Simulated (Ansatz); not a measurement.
`[CH3][Ge]([OH])([OH])[F]` + HCl → `[CH3][Ge]([OH])([F])[Cl]` + H₂O at 298.15 K and 1 bar (ligand exchange at a Ge–O bond).

Program: Ansatz. Geometries: PBE0-D4/def2-TZVP. ΔE: electronic, gas phase. CCSD(T)/CBS is the MP2 limit (def2-TZVPP, def2-QZVPP) plus CCSD(T) − MP2 in def2-TZVPP, frozen cores. This one scheme is used for every species. For Ge outer-core shells are correlated without core-valence functions, which leaves a few kJ/mol of doubt a bond. Scalar relativity is left out up to krypton. One conformer a species, not always the lowest.

```json
{"species": "`[CH3][Ge]([OH])([OH])[F]`", "CCSD(T)/CBS energy (Eh)": "-2367.43423", "H − E (kJ/mol)": "198.7", "S (J/(mol·K))": "366.9"}
{"species": "HCl", "CCSD(T)/CBS energy (Eh)": "-460.38127", "H − E (kJ/mol)": "26.6", "S (J/(mol·K))": "186.8"}
{"species": "`[CH3][Ge]([OH])([F])[Cl]`", "CCSD(T)/CBS energy (Eh)": "-2751.44935", "H − E (kJ/mol)": "165.8", "S (J/(mol·K))": "366.8"}
{"species": "H₂O", "CCSD(T)/CBS energy (Eh)": "-76.37941", "H − E (kJ/mol)": "66.4", "S (J/(mol·K))": "188.7"}
```

H − E and S are ideal-gas, rigid-rotor, harmonic terms from PBE0-D4/def2-TZVP, for one conformer and one mirror image of each species. 1 Eh = 2625.50 kJ/mol, R = 8.31446 J/(mol·K).

**Question.** By hand: ΔE, ΔH, ΔS and ΔG.

**Answer.** ΔE = (-2751.44935) + (-76.37941) − (-2367.43423) − (-460.38127) = -0.01326 Eh = -34.8 kJ/mol. Δ(H − E) = 165.8 + 66.4 − 198.7 − 26.6 = 6.9, so ΔH = -27.9 kJ/mol. ΔS = 366.8 + 188.7 − 366.9 − 186.8 = 1.8 J/(mol·K). ΔG = -27.9 − 298.15 × (1.8)/1000 = -28.4 kJ/mol.

**Question.** By hand: the equilibrium constant, and the temperature at which ΔG would vanish if ΔH and ΔS stayed fixed.

**Answer.** log₁₀ K = −ΔG/(RT ln 10) = 5.0. ΔH and −TΔS have one sign here, so there is no such temperature.

The number of gas molecules stays the same, so ΔS is small and ΔH decides. A doubt of 5 kJ/mol in ΔE shifts log₁₀ K by 0.9 here. Other conformers and mirror images would add mixing entropy, several J/(mol·K) or more a flexible species. These are equilibria of isolated gas molecules and say nothing of rates. Largest T1 diagnostic: 0.012 (customary marks: 0.02 for closed shells, 0.045 for open ones).

ΔS is within the doubt of such terms, so its sign, and with it that verdict, could turn.
